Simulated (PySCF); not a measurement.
# input.py for RbB⁺

The script input.py:

```python
from pyscf import gto, dft

mol = gto.M(
    atom='Rb 0 0 0; B 0 0 3.421',
    basis='3-21g',
    charge=1,
    spin=1,
    verbose=3,
)
mf = dft.UKS(mol, xc='b3lyp5')
mf.kernel()
mf.stability(internal=True, external=True)
mf.dip_moment()
print('orbital energies (hartree):', [e[max(0, n-3):n+3].round(4) for e, n in zip(mf.mo_energy, mol.nelec)])
```

```bash
$ OMP_NUM_THREADS=1 python input.py
```

It prints (some set-up lines and the per-cycle HOMO/LUMO lines with their warnings removed):

```
converged SCF energy = -2950.70840854352  <S^2> = 0.75030792  2S+1 = 2.0003079
<class 'pyscf.dft.uks.UKS'> wavefunction is stable in the internal stability analysis
<class 'pyscf.dft.uks.UKS'> wavefunction is stable in the real -> complex stability analysis

WARN: System has nonzero charge 1; the dipole moment is origin-dependent.
Location of origin: [0. 0. 0.]

Dipole moment(X, Y, Z, Debye): -0.00000, -0.00000,  1.14222
orbital energies (hartree): [array([-0.8207, -0.5493, -0.3449, -0.246 , -0.246 , -0.1837]), array([-0.8219, -0.8201, -0.5076, -0.2326, -0.2326, -0.218 ])]
```

In short: E(SCF) = -2950.708409 Eh, ⟨S²⟩ = 0.750, internal stable; real -> complex stable.

Run time: 9.6 s on 1 thread of Arm Neoverse N1 (shared host).

No relativity is included for the heavy element. The basis is very small, so the numbers show the basis as much as the system. The bond length is a typed value, not an optimised one. The dipole of an ion depends on the origin. No search for the lowest solution was made.
